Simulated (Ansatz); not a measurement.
System: C₂HCl₂F, charge 0, singlet. C2HCl2F (1,1-dichloro-2-fluoroethene, SMILES FC=C(Cl)Cl).
B3LYP-D3(BJ)/def2-TZVP minimum from Ansatz (a program for electronic structure):
```xyz
6

F      2.1864     0.6556     0.2364
C      1.3355    -0.3414    -0.0221
C      0.0223    -0.1527    -0.0334
Cl    -0.7019     1.3728     0.2794
Cl    -1.0412    -1.4694    -0.3722
H      1.8080    -1.2927    -0.2162
```

Total energies in hartree (Ansatz). Radicals and triplets start from unrestricted determinants; spin-orbit coupling is neglected. Cores are frozen in correlated methods. No relativity. Where a partner has so few electrons that a lower coupled-cluster level is exact, that level stands in. The restricted determinant of C2HCl2F (FC=C(Cl)Cl, singlet) is unstable towards broken spin symmetry in at least one set run.

| species | HF/cc-pV(T+d)Z | CCSD(T)/cc-pV(T+d)Z | HF/cc-pV(Q+d)Z | CCSD(T)/cc-pV(Q+d)Z | CCSD(T)/cc-pV(D+d)Z | CCSDT(Q)/cc-pV(D+d)Z |
|---|---|---|---|---|---|---|
| 1: C2HCl2F (SMILES FC=C(Cl)Cl) | -1094.81247 | -1095.83203 | -1094.83301 | -1095.93313 | -1095.50899 | -1095.51197 |
| 2: F (doublet) | -99.40552 | -99.62036 | -99.41377 | -99.65026 | -99.52757 | -99.52776 |
| 3: C (triplet) | -37.69157 | -37.78076 | -37.69331 | -37.78654 | -37.76038 | -37.76071 |
| 4: Cl (doublet) | -459.48556 | -459.67356 | -459.48916 | -459.69449 | -459.60403 | -459.60445 |
| 5: H (doublet) | -0.49981 | -0.49981 | -0.49995 | -0.49995 | -0.49928 | -0.49928 |

Question: Work out the atomisation energy (electronic, to ground-state atoms) in kcal/mol: take Hartree-Fock from cc-pV(Q+d)Z, extrapolate the CCSD(T) correlation energy as X^-3 (X = 3, 4), and add CCSDT(Q) - CCSD(T) in cc-pV(D+d)Z. 1 hartree = 627.51 kcal/mol.

Answer: 
Species 1: correlation (64·(-1.10012) - 27·(-1.01956))/37 = -1.15891; step -0.00298; E1 = -1094.83301 + (-1.15891) + (-0.00298) = -1095.99490
Species 2: correlation (64·(-0.23649) - 27·(-0.21484))/37 = -0.25229; step -0.00019; E2 = -99.41377 + (-0.25229) + (-0.00019) = -99.66625
Species 3: correlation (64·(-0.09323) - 27·(-0.08919))/37 = -0.09618; step -0.00033; E3 = -37.69331 + (-0.09618) + (-0.00033) = -37.78982
Species 4: correlation (64·(-0.20533) - 27·(-0.18800))/37 = -0.21798; step -0.00042; E4 = -459.48916 + (-0.21798) + (-0.00042) = -459.70756
Species 5: correlation (64·(0.00000) - 27·(0.00000))/37 = 0.00000; step +0.00000; E5 = -0.49995 + (0.00000) + (+0.00000) = -0.49995
-1·E1 +1·E2 +2·E3 +2·E4 +1·E5 = 0.83394 hartree = 523.3 kcal/mol.
